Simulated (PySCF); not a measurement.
## SbH: frontier orbitals

PBE0 at R = 1.726 Å; PySCF, scalar-relativistic core potentials, basis sets Sb def2-SVP with ECP28, H def2-SVP. State: ³Σ⁻ (triplet), unpaired electrons π ↑↑. Only the outer orbitals are listed, counted within each symmetry, core potentials removing the inner ones.

```json
{"spin": "α", "orbital": "4σ", "occ.": "1", "ε (eV)": "-15.66", "on Sb (%)": "90", "main shells (%)": "88 Sb s, 10 H s"}
{"spin": "α", "orbital": "5σ", "occ.": "1", "ε (eV)": "-8.79", "on Sb (%)": "61", "main shells (%)": "50 Sb p, 39 H s, 10 Sb s"}
{"spin": "α", "orbital": "3π", "occ.": "1", "ε (eV)": "-6.40", "on Sb (%)": "100", "main shells (%)": "100 Sb p"}
{"spin": "α", "orbital": "3π", "occ.": "1", "ε (eV)": "-6.40", "on Sb (%)": "100", "main shells (%)": "100 Sb p"}
{"spin": "α", "orbital": "6σ", "occ.": "0", "ε (eV)": "0.33", "on Sb (%)": "55", "main shells (%)": "51 Sb p, 45 H s"}
{"spin": "α", "orbital": "7σ", "occ.": "0", "ε (eV)": "4.80", "on Sb (%)": "105", "main shells (%)": "97 Sb s"}
{"spin": "α", "orbital": "8σ", "occ.": "0", "ε (eV)": "7.40", "on Sb (%)": "88", "main shells (%)": "82 Sb p, 11 H s"}
{"spin": "β", "orbital": "4σ", "occ.": "1", "ε (eV)": "-14.04", "on Sb (%)": "82", "main shells (%)": "79 Sb s, 18 H s"}
{"spin": "β", "orbital": "5σ", "occ.": "1", "ε (eV)": "-8.29", "on Sb (%)": "61", "main shells (%)": "44 Sb p, 39 H s, 17 Sb s"}
{"spin": "β", "orbital": "3π", "occ.": "0", "ε (eV)": "-2.75", "on Sb (%)": "100", "main shells (%)": "100 Sb p"}
{"spin": "β", "orbital": "3π", "occ.": "0", "ε (eV)": "-2.75", "on Sb (%)": "100", "main shells (%)": "100 Sb p"}
{"spin": "β", "orbital": "6σ", "occ.": "0", "ε (eV)": "0.85", "on Sb (%)": "62", "main shells (%)": "56 Sb p, 38 H s"}
```

Task: Which are the highest filled and the lowest empty level, where do they sit, and how wide is the gap?

Result: Highest filled α 3π at -6.40 eV (in %: 100 Sb p); lowest empty β 3π at -2.75 eV (in %: 100 Sb p); the gap at PBE0 is 3.65 eV. Both belong to one degenerate shell, split only by its one-sided filling, so this is no excitation gap.

The bond order (Mayer) is 0.96. The ⟨S²⟩ is 2.006, the charge on Sb (Mulliken, basis-dependent) is 0.06 and the charge on Sb (Löwdin, basis-dependent) is 0.08. The dipole moment (positive dipole means Sb(−)H(+)) is -0.12 D and the polarisability along the bond is 37.7 bohr³. The polarisability across the bond is 25.2 bohr³.

Shares are Mulliken populations and can fall outside 0 to 100 %.

Spin–orbit coupling is left out. The state was picked by a PBE0 search and need not be the measured ground state.
